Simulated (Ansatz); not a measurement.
One change: `C[Se]C(C)=O` becomes `CC(=O)C=O`.

Ansatz, PBE0-D4/def2-TZVP geometries, multiplicity 1. Each molecule was computed in one conformer, which needn't be the lowest.

Scalar relativity is left out up to krypton.

| property | `C[Se]C(C)=O` |
| --- | --- |
| LUMO energy (ωB97M-V/def2-TZVPP) / eV | 1.73 |
| HOMO–LUMO gap (ωB97M-V/def2-TZVPP) / eV | 10.71 |
| HOMO–LUMO gap (B3LYP/def2-TZVPP) / eV | 5.86 |
| HOMO energy (PBE0/def2-TZVPP) / eV | -6.84 |
| size of the dipole moment (PBE/def2-TZVPP) / D | 3.79 |
| HOMO–LUMO gap (PBE0/def2-TZVPP) / eV | 6.32 |

**Question.** Give the same properties after the change, and the shifts. (Best estimate.)

**Answer.** The calculation gave: 
```json
{"property": "LUMO energy (ωB97M-V/def2-TZVPP) / eV", "`CC(=O)C=O`": "-0.37", "shift": "-2.10"}
{"property": "HOMO–LUMO gap (ωB97M-V/def2-TZVPP) / eV", "`CC(=O)C=O`": "9.50", "shift": "-1.21"}
{"property": "HOMO–LUMO gap (B3LYP/def2-TZVPP) / eV", "`CC(=O)C=O`": "4.30", "shift": "-1.56"}
{"property": "HOMO energy (PBE0/def2-TZVPP) / eV", "`CC(=O)C=O`": "-7.49", "shift": "-0.65"}
{"property": "size of the dipole moment (PBE/def2-TZVPP) / D", "`CC(=O)C=O`": "1.08", "shift": "-2.71"}
{"property": "HOMO–LUMO gap (PBE0/def2-TZVPP) / eV", "`CC(=O)C=O`": "4.77", "shift": "-1.55"}
```

With PBE0 the HOMO falls by 0.65 eV and the LUMO falls by 2.21 eV, so the gap narrows by about 1.56 eV. PBE moves the HOMO by -0.17 eV and ωB97M-V by -0.89 eV. Dipoles are sizes alone; their direction can turn.

B3LYP here is the variant with VWN-RPA as its local correlation; programs differ in this.

Spin–orbit coupling is left out; it splits and shifts lone-pair levels of the heavy atoms by tenths of an eV.
